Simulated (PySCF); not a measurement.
## Electron correlation in Mo³⁺ (molybdenum, charge +3)

[Kr] 4d3, high-spin 4F determinant. All numbers are calculated (PySCF 2.14, scalar relativity through the core potential, in aug-cc-pVDZ-PP with ECP28MDF (5s5p4d2f, 54 functions)). Frozen: 4s2 4p6; 3 electrons correlated.

| level | correlation energy (mhartree) |
| --- | --- |
| CCSD | -11.87 |
| (T) | -0.02 |
| CCSD(T) | -11.89 |

Diagnostics: T1 = 0.0017, D1 = 0.0024, largest double amplitude 0.016.

Cost of the coupled-cluster step: about 1.6 core-seconds, for 3 correlated electrons.

Iterations:

```
CC2 = 0
CCSD nocc = (np.int64(3), np.int64(0)), nmo = (50, 50)
frozen orbitals [[0, 1, 2, 3], [0, 1, 2, 3]]
max_cycle = 100
direct = 0
conv_tol = 1e-08
conv_tol_normt = 1e-06
diis_space = 8
diis_start_cycle = 0
Init t2, MP2 energy = -0.00956032628503036
Init E_corr(UCCSD) = -0.00956032628523661
cycle = 1  E_corr(UCCSD) = -0.0113969346978214  dE = -0.00183660841  norm(t1,t2) = 0.0108133
cycle = 2  E_corr(UCCSD) = -0.0117647527639636  dE = -0.000367818066  norm(t1,t2) = 0.00273622
cycle = 3  E_corr(UCCSD) = -0.0118763808687615  dE = -0.000111628105  norm(t1,t2) = 0.000893224
cycle = 4  E_corr(UCCSD) = -0.0118707065677387  dE = 5.67430102e-06  norm(t1,t2) = 0.000180295
cycle = 5  E_corr(UCCSD) = -0.0118713566772367  dE = -6.50109498e-07  norm(t1,t2) = 2.44761e-05
cycle = 6  E_corr(UCCSD) = -0.0118713443772711  dE = 1.22999656e-08  norm(t1,t2) = 2.29289e-06
cycle = 7  E_corr(UCCSD) = -0.0118713459022822  dE = -1.525011e-09  norm(t1,t2) = 2.67888e-07
UCCSD converged
E(UCCSD) = -65.61104176631284  E_corr = -0.01187134590228215
UCCSD(T) correction = -1.98470776097562e-05
```
